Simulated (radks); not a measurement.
The numbers below are computed, except where a source is named.
Initial-state core-level shifts of neutral palladium when its valence configuration changes from [Kr] 4d10. Code: a radial shooting solver on a logarithmic mesh with Libxc functionals. Model: Dirac Kohn-Sham, BLYP, spin-unpolarised, spherical densities, finite nucleus; open shells are shared between the two j in proportion to 2j + 1; Fermi nuclear charge, rms radius 4.5318 fm. Shifts are changes of the shell-averaged eigenvalues in eV (positive: less bound); the change of the density at the nucleus, which sets a Mossbauer isomer shift, is in e/bohr^3, on a base of 1.328e+05.

| valence | 1s | 2s | 3s | 4p | density at nucleus |
|---|---|---|---|---|---|
| 4d9.5 5p0.5 | -2.555 | -2.599 | -2.605 | -2.537 | +0.48 |
| 4d8.5 5p1.5 | -7.729 | -7.932 | -7.912 | -7.512 | +2.42 |
| 4d9 5p1 | -5.101 | -5.214 | -5.213 | -5.012 | +1.29 |
| 4d9 5s1 | -3.283 | -3.455 | -3.432 | -3.166 | +16.91 |
| 4d7.5 5p2.5 | -13.275 | -13.722 | -13.618 | -12.630 | +5.62 |
| 4d8 5s2 | -7.217 | -7.625 | -7.533 | -6.815 | +40.27 |
| 4d8 5s1 5p1 | -8.965 | -9.325 | -9.252 | -8.565 | +23.57 |
| 4d6.5 5p3.5 | -19.198 | -19.968 | -19.714 | -17.883 | +9.98 |
| 4d7.5 5s1 5p1.5 | -11.869 | -12.354 | -12.233 | -11.235 | +27.30 |
